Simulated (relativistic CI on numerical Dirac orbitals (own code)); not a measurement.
Os²⁺: 5d valence photoemission

Computed with this model: Dirac-Coulomb-Breit CI, KLI orbitals optimised for each configuration, a model potential for QED, valence Slater integrals scaled by 0.8, multiplet model of photoemission in the sudden approximation; configurations [Xe] 4f14 5d6 → [Xe] 4f14 5d5; 300 K; Lorentzian 0.3 eV and Gaussian 0.5 eV FWHM. Energies are those of the free ion, without screening or charge transfer. The energies are binding energies and can lie tens of eV above those of solids. S is read from ⟨S²⟩ = S(S + 1).

Field parameters in Wybourne normalisation: Oh B⁴₀ = 21Dq, B⁴₄ = √(5/14) B⁴₀. The field is a parameter set, without covalency.

Computed curve for Oh, 10Dq = 24950 cm⁻¹, scaled to 100 at the maximum (points under 2 are left out and the grid is thinned):

Energy (eV), Intensity and a bar:
```
     26.3        2.2 
     26.4        2.5 
     26.5        3.0 
     26.6        3.5 
     26.7        4.3 #
     26.8        5.4 #
     26.9        7.1 ##
     27.0        9.9 ##
     27.1       14.3 ####
     27.2       21.1 ######
     27.3       30.5 #########
     27.4       41.3 ############
     27.5       51.2 ###############
     27.6       57.2 #################
     27.7       57.9 #################
     27.8       54.8 ################
     27.9       52.1 ###############
     28.0       53.8 ################
     28.1       62.4 ###################
     28.2       76.6 #######################
     28.3       91.4 ###########################
     28.4      100.0 ##############################
     28.5       97.7 #############################
     28.6       84.8 #########################
     28.7       65.9 ####################
     28.8       47.0 ##############
     28.9       32.1 #########
     29.0       22.1 ######
     29.1       16.2 ####
     29.2       12.9 ###
     29.3       10.9 ###
     29.4        9.5 ##
     29.5        8.2 ##
     29.6        6.9 ##
     29.7        5.8 #
     29.8        4.8 #
     29.9        4.0 #
     30.0        3.4 
     30.1        2.9 
     30.2        2.6 
     30.3        2.3 
     30.4        2.1 
     30.5        2.0 
     31.9        2.2 
     32.0        2.4 
     32.1        2.6 
     32.2        2.7 
     32.3        2.7 
     32.4        2.5 
     32.5        2.2
```

The ground state has S = 0.20, and the centroid lies at 28.32 eV.
